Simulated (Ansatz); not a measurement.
`O[Si]([SiH3])(S)Cl` + H–F → `O[Si](F)([SiH3])Cl` + H₂S at 700 K and 1 bar (ligand exchange at the Si–S bond).

Isolated molecules relaxed with PBE0-D4/def2-TZVP in Ansatz; ΔE leaves out vibrations. CCSD(T)/CBS is the MP2 limit (def2-TZVPP, def2-QZVPP) plus CCSD(T) − MP2 in def2-TZVPP, frozen cores. This one scheme is used for every species. One conformer a species, not always the lowest.

```tsv
species	CCSD(T)/CBS energy (Eh)	H − E (kJ/mol)	S (J/(mol·K))
`O[Si]([SiH3])(S)Cl`	-1514.02592	226.6	530.4
H–F	-100.39570	45.2	198.5
`O[Si](F)([SiH3])Cl`	-1215.48049	198.8	494.1
H₂S	-398.97279	64.8	236.9
```

H − E and S are ideal-gas, rigid-rotor, harmonic terms from PBE0-D4/def2-TZVP, for one conformer and one mirror image of each species. 1 Eh = 2625.50 kJ/mol, R = 8.31446 J/(mol·K).

Q: By hand: ΔE, ΔH, ΔS and ΔG.

A: ΔE = (-1215.48049) + (-398.97279) − (-1514.02592) − (-100.39570) = -0.03166 Eh = -83.1 kJ/mol. Δ(H − E) = 198.8 + 64.8 − 226.6 − 45.2 = -8.2, so ΔH = -91.3 kJ/mol. ΔS = 494.1 + 236.9 − 530.4 − 198.5 = 2.1 J/(mol·K). ΔG = -91.3 − 700 × (2.1)/1000 = -92.8 kJ/mol.

Q: By hand: the equilibrium constant, and the temperature at which ΔG would vanish if ΔH and ΔS stayed fixed.

A: log₁₀ K = −ΔG/(RT ln 10) = 6.9. ΔH and −TΔS have one sign here, so there is no such temperature. One of them is within its doubt of zero, so this could turn.

The number of gas molecules stays the same, so ΔS is small and ΔH decides. A doubt of 5 kJ/mol in ΔE shifts log₁₀ K by 0.4 here. Other conformers and mirror images would add mixing entropy, several J/(mol·K) or more a flexible species. These are equilibria of isolated gas molecules and say nothing of rates. Largest T1 diagnostic: 0.012 (customary marks: 0.02 for closed shells, 0.045 for open ones).
